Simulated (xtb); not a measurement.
C3H4, SMILES C1=CC1. All values are semi-empirical tight-binding results from xtb (GFN2-xTB unless named), good for trends rather than for accurate numbers. Coordinates come from a GFN2-xTB optimisation.

Computed properties:
- point group as xtb finds it = C2v
- orbital gap = 4.88 eV
- dipole moment = 0.48 D
- zero-point energy = 34.6 kcal/mol
- G − E(el) at 298.15 K (modified RRHO) = 20.0 kcal/mol
- static polarisability (D4 model) = 34.3 bohr³
- solvation energy, GFN2-xTB/ALPB(water) = -0.4 kcal/mol
- solvation energy, GFN2-xTB/ALPB(ch2cl2) = -2.0 kcal/mol

### Question
Give the IR lines (harmonic; lines under 4 % of the strongest left out, lines within 3 cm⁻¹ merged). (An estimate is asked for; the answer gives what the named calculation found.)

### Answer
ν (cm⁻¹): 733 (m), 947 (w), 1050 (m), 1065 (w), 1496 (w), 1775 (w), 2999 (vs), 3019 (vs), 3227 (w), 3252 (w) (against the strongest line: vs over 80 %, s over 45 %, m over 15 %, w over 4 %, vw less)
